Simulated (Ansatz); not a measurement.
## A barrier at the coupled-cluster level

Start structure (GeH$_{4}$SO, singlet), relaxed at PBE0-D4/def2-TZVP:

Ge1  (-0.190, 0.313, 0.462)
O2  (1.397, 0.731, -0.218)
S3  (-1.236, -1.160, -0.827)
H4  (-0.335, -2.133, -0.610)
H5  (-1.123, 1.533, 0.498)
H6  (0.145, -0.258, 1.842)
H7  (1.342, 0.975, -1.146)
(Å)

The step: GeH₄SO ([OH][GeH2][SH]) → GeH₂S ([S][GeH2]) + H₂O (still joined by a long Ge–O bond); bonds formed: O2–H4; bonds broken: S3–H4; bonds weakened to dative contacts: Ge1–O2. Computed with Ansatz 0.2.0 (basis: def2-TZVPP and def2-QZVPP); correlated methods freeze the cores. Filled d shells of the heavier atoms are correlated. The def2 sets are not built for correlating such inner shells, so the correlated values are less sure here. Extrapolation: Hartree–Fock as exp(−7.88 √X), correlation as X^−2.97. Energies below are by CCSD(T) at an estimated basis limit (MP2 extrapolated from triple and quadruple zeta, plus CCSD(T) − MP2 in triple zeta).

**Question.** What are the electronic barrier and the energy of the step, from the start structure to the end structure? (To be estimated.)

**Answer.** By the calculation: Barrier 131.2 kJ/mol; step energy 95.2 kJ/mol (uphill); reverse barrier, their difference, 36.0 kJ/mol. Barrier and step energy count from the start structure, the reverse barrier from the end structure.

The saddle point: One imaginary mode of 1205i cm⁻¹.
```json
{"pair": "O2–H4", "start (Å)": "3.37", "saddle (Å)": "1.22", "end (Å)": "0.97"}
{"pair": "Ge1–O2", "start (Å)": "1.78", "saddle (Å)": "1.94", "end (Å)": "2.18"}
{"pair": "S3–H4", "start (Å)": "1.34", "saddle (Å)": "1.72", "end (Å)": "2.68"}
```

Zero-point energy (harmonic, PBE0-D4): ZPE is 102.8 kJ/mol at the start and 97.3 kJ/mol at the saddle, so the barrier goes from 131.2 to 125.8 kJ/mol.

First-order rate constant out of the start structure at 898 K by transition-state theory, with harmonic vibrational free energies alone and no tunnelling: ΔA‡ = 142.6 kJ/mol, so k = (kB T/h) exp(−ΔA‡/kB T) ≈ 10^5 s⁻¹ (an order of magnitude at best: rotation, the number of equivalent paths and anharmonicity are left out).

The T1 diagnostic stays at or below 0.014.

Labels in which every atom is bracketed show which atoms are joined, not bond orders.

For scale, one of the runs: CCSD(T)/def2-TZVPP, 177 basis functions, launched by `ansatz run in.yaml --threads 2 --pin off --events-out ev --progress --plain --max-ram 4352MiB`. Time: 38 s of wall clock on 2 CPU threads of an Intel Xeon Platinum 8488C; the host was shared. Peak host memory: 1.6 GiB.
